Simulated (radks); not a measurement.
Ba3+, 53 electrons, occupied as [Kr] 4d10 5s2 5p4.5 5d0.5 (fractional occupations, a model configuration).

Calculated with a radial shooting solver on a logarithmic mesh with Libxc functionals: Dirac Kohn-Sham, SOGGA, spin-unpolarised, spherical densities, point nucleus; open shells fill j = l - 1/2 first.

Energy parts (hartree):
part                       energy
total                  -8133.4850
kinetic                 8683.0130
electron-nucleus      -19733.8636
Hartree                 3111.1127
exchange-correlation    -193.7471

Orbitals (lengths in bohr, moments of r in powers of bohr; r(max) is where P^2 peaks; r(90%) holds 90 % of the orbital's charge):
orbital,occ.,eigenvalue (hartree),<r>,<1/r>,r(90%),r(max)
1s1/2,2,-1368.527,0.02559,60.69,0.0461,0.01643
2s1/2,2,-217.0707,0.1093,14.25,0.170,0.09305
2p1/2,2,-204.5541,0.09195,14.23,0.151,0.07108
2p3/2,4,-190.5348,0.09794,12.99,0.159,0.07615
3s1/2,2,-46.59544,0.2918,5.118,0.429,0.2666
3p1/2,2,-41.34107,0.2816,5.031,0.423,0.2532
3p3/2,4,-38.63143,0.2935,4.722,0.440,0.2643
3d3/2,4,-29.40593,0.2644,4.584,0.415,0.2133
3d5/2,6,-28.82813,0.2682,4.505,0.420,0.2164
4s1/2,2,-9.92551,0.6738,2.104,0.969,0.6253
4p1/2,2,-8.01490,0.6966,1.999,1.01,0.6373
4p3/2,4,-7.44804,0.7238,1.898,1.05,0.6615
4d3/2,4,-4.32505,0.7930,1.674,1.19,0.6907
4d5/2,6,-4.22848,0.8029,1.649,1.21,0.6987
4f5/2,0,-0.86419,1.265,1.055,2.19,0.8060
4f7/2,0,-0.85641,1.276,1.046,2.21,0.8116
5s1/2,2,-2.15142,1.598,0.8292,2.28,1.457
5p1/2,2,-1.63232,1.776,0.7383,2.56,1.594
5p3/2,2.5,-1.54619,1.844,0.7063,2.66,1.656
5d3/2,0.5,-0.84157,2.454,0.5229,3.63,2.119
5d5/2,0,-0.83179,2.480,0.5169,3.66,2.143
6s1/2,0,-0.72893,3.531,0.3668,4.97,3.331
6p1/2,0,-0.58629,4.013,0.3220,5.66,3.789
6p3/2,0,-0.56773,4.128,0.3122,5.81,3.905

The highest occupied level is 5d3/2 at -22.900 eV. The configuration is held as typed, so some empty levels lie below it. The density falls to 0.001 e/bohr^3 at r = 3.67 bohr.
